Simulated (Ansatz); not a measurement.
Reaction (substitution at a C–K bond): `[CH3][K]` + `[NH2][SnH2][OH]` → `C[NH][SnH2][OH]` + `[KH]`

Calculated with Ansatz (gas phase, PBE0-D4/def2-TZVP geometries, no zero-point term in ΔE). CCSD(T)/CBS adds triple-zeta CCSD(T) − MP2 to the extrapolated MP2 energy (def2 sets, frozen cores). Functionals use def2-TZVPP. B3LYP here is the variant with VWN-RPA as its local correlation; programs differ in this. def2 core potentials past Kr. For K, Sn outer-core shells are correlated without core-valence functions, which leaves a few kJ/mol of doubt a bond. Scalar relativity is left out up to krypton. Each species was taken in one conformer, which may not be the lowest.

`[CH3][K]`:

Z-matrix (Å, degrees):
```
C
K 1 2.676
H 1 1.098 2 111.7
H 1 1.098 2 111.7 3 -120.0
H 1 1.098 2 111.7 3 120.0
```

`[NH2][SnH2][OH]`:

Z-matrix (Å, degrees):
```
Sn
O 1 1.966
N 1 2.010 2 104.3
H 1 1.715 2 105.9 3 -121.4
H 1 1.703 2 108.7 3 114.2
H 2 0.959 1 112.7 3 131.9
H 3 1.010 1 116.0 2 -88.4
H 3 1.010 1 114.8 2 143.2
```

`C[NH][SnH2][OH]`:

Z-matrix (Å, degrees):
```
C
N 1 1.451
H 1 1.098 2 114.6
H 1 1.095 2 110.4 3 122.1
H 1 1.094 2 109.7 3 -120.6
Sn 2 2.011 1 120.9 3 75.2
H 2 1.010 1 112.0 3 -64.7
O 6 1.977 2 112.0 1 -56.7
H 6 1.697 2 108.5 1 55.4
H 6 1.707 2 106.9 1 -176.4
H 8 0.960 6 113.5 2 -68.7
```

`[KH]`:

Z-matrix (Å, degrees):
```
K
H 1 2.263
```

| level | ΔE (eV) |
| --- | --- |
| PBE | 0.45 |
| B3LYP | 0.44 |

Q: What does CCSD(T)/CBS give? (Estimate.)

A: Ansatz gave: +0.45 eV. The listed levels differ from it by 0.00, -0.01 eV.

Largest T1 diagnostic among the species: 0.017.

From PBE to PBE0 (25 % exact exchange), in def2-TZVPP and without D4, ΔE moves by −0.06 eV. In def2-TZVPP, CCSD(T) changes the Hartree–Fock value by +0.20 eV (the triples alone add +0.02 eV) and MP2 by +0.29 eV.
